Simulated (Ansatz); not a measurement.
Computed with frozen-core CCSD(T)/def2-SVP // B3LYP-D3(BJ)/def2-SVP in Ansatz (a quantum-chemistry and plane-wave program).

Ansatz 0.2 input:
```yaml
crystal:
  periodic: [false, false, false]
  atoms:
    - { symbol: C, position_ang: [-1.96883, -1.795846, -0.05271] }
    - { symbol: C, position_ang: [-0.674336, -2.262656, -0.111873] }
    - { symbol: C, position_ang: [0.429698, -1.369562, -0.088822] }
    - { symbol: N, position_ang: [1.67182, -1.841143, -0.146928] }
    - { symbol: C, position_ang: [2.689262, -0.970039, -0.122903] }
    - { symbol: C, position_ang: [2.529376, 0.394234, -0.041092] }
    - { symbol: C, position_ang: [1.22231, 0.946153, 0.023129] }
    - { symbol: N, position_ang: [1.029549, 2.252107, 0.102331] }
    - { symbol: C, position_ang: [-0.235674, 2.713702, 0.160341] }
    - { symbol: C, position_ang: [-1.340376, 1.904119, 0.142089] }
    - { symbol: C, position_ang: [-1.169114, 0.488836, 0.057222] }
    - { symbol: C, position_ang: [-2.2243, -0.421138, 0.031984] }
    - { symbol: N, position_ang: [0.151581, 0.016072, -0.002928] }
    - { symbol: H, position_ang: [-2.803001, -2.501228, -0.07191] }
    - { symbol: H, position_ang: [-0.425321, -3.320168, -0.178393] }
    - { symbol: H, position_ang: [3.695059, -1.402719, -0.172655] }
    - { symbol: H, position_ang: [3.362756, 1.093708, -0.022143] }
    - { symbol: H, position_ang: [-0.347633, 3.801646, 0.225245] }
    - { symbol: H, position_ang: [-2.35324, 2.302398, 0.190293] }
    - { symbol: H, position_ang: [-3.239387, -0.028678, 0.079823] }
basis:
  gaussian: { orbitals: def2-SVP }
correlation:
  method: ccsd_t
```

Output:

```
Functional definition: HF
2248 factors; integrals over basis functions are off by at most 1.5e-3 eV
mean field evaluation 1: about -14841.6412 eV, gradient 4.9e1 eV
mean field evaluation 2: about -14841.6656 eV, gradient 4.9e1 eV
mean field evaluation 4: about -14848.3231 eV, gradient 8.7e0 eV
mean field evaluation 8: about -14848.5387 eV, gradient 2.7e-1 eV
mean field evaluation 16: about -14848.4999 eV, gradient 2.2e0 eV
mean field -14848.53977361 eV, -545.6737719783 hartree, gradient 2.8e-6 eV, S^2 0.000000; 0 other end points of the search recorded, 0 dependent functions left out
13 core orbitals not correlated
reference -14848.53977361 eV, -545.6737719783 hartree; 31, 31 occupied and 173, 173 virtual orbitals, 2248 factors
second order -47.68897879 eV of doubles, -0.00000000 eV of singles
cycle   1  -47.12889008 eV  change    5.6e-1 eV  update   2.0e-1
cycle   2  -48.59543901 eV  change    -1.5e0 eV  update   6.7e-2
cycle   3  -48.97177758 eV  change   -3.8e-1 eV  update   3.8e-2
cycle   4  -48.96723831 eV  change    4.5e-3 eV  update   1.4e-2
cycle   5  -48.95407335 eV  change    1.3e-2 eV  update   8.1e-3
cycle   6  -48.95698999 eV  change   -2.9e-3 eV  update   4.2e-3
cycle   7  -48.95604552 eV  change    9.4e-4 eV  update   2.7e-3
cycle   8  -48.95584553 eV  change    2.0e-4 eV  update   2.1e-3
cycle   9  -48.95774880 eV  change   -1.9e-3 eV  update   9.5e-4
cycle  10  -48.95845353 eV  change   -7.0e-4 eV  update   4.7e-4
cycle  11  -48.95798754 eV  change    4.7e-4 eV  update   1.5e-4
cycle  12  -48.95812785 eV  change   -1.4e-4 eV  update   6.5e-5
cycle  13  -48.95819479 eV  change   -6.7e-5 eV  update   3.3e-5
cycle  14  -48.95820555 eV  change   -1.1e-5 eV  update   1.6e-5
perturbative correction -2.42580715 eV, -0.0891467683 hartree
Total energy: -14899.92378631 eV, -547.5620996157 hartree
```

Cost: about 17 core-minutes (a rough figure).
